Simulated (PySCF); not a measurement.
A run for PySCF: R-B3LYP/6-31G* on H2S (SMILES S) with ghost functions.

```python
from pyscf import gto, scf, dft, mp
from pyscf.data.elements import chemcore

mol = gto.M(
    atom='''
    S     0.59242906    0.25363794   -0.78131233
    H    -0.37094659    1.06903175   -0.32430636
    H    -0.25053208   -0.78790158   -0.86331370
    ghost-As   -0.30326135   -0.31105770    2.84360337
    ghost-H    0.25181809   -1.66317518    2.41491544
    ghost-H   -0.32629840   -0.71879075    4.31574782
    ghost-H    1.08962611    0.29135163    2.96458610
    ''',
    basis='6-31g*',
    cart=True,
    charge=0, spin=0, verbose=3, max_memory=1800)
mf = dft.RKS(mol, xc='b3lyp')
mf.conv_tol = 1e-8
mf.max_cycle = 100
mf.kernel()
if not mf.converged:
    mf = mf.newton().run(mf.mo_coeff, mf.mo_occ)
```

It printed:

```
converged SCF energy = -399.386015336211
```

Self-consistency was reached.

Cost: about 2.9 core-seconds (a rough figure).
